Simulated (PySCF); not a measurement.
InCl₃, optimised at PBE0/def2-TZVP:

```xyz
4

In     0.4695    -0.1825    -0.3030
Cl    -0.2020     1.0222    -2.1363
Cl    -0.1903    -2.3664    -0.0605
Cl     1.8000     0.7969     1.2887
```

Energies from PySCF (xtb for GFN2), thermal terms from the rigid-rotor harmonic-oscillator model, ideal gas at 1 bar. All species are closed-shell singlets. In: scalar-relativistic def2 core potential, no spin-orbit coupling.

### Question
List the harmonic frequencies (cm⁻¹, unscaled) at this level and at the other levels, each on its own geometry.

### Answer
- PBE0/def2-TZVP: 90, 90, 102, 349, 398, 398
- GFN2-xTB: 79, 79, 79, 267, 321, 321
- PBE/def2-SVP: 89, 89, 93, 325, 384, 384
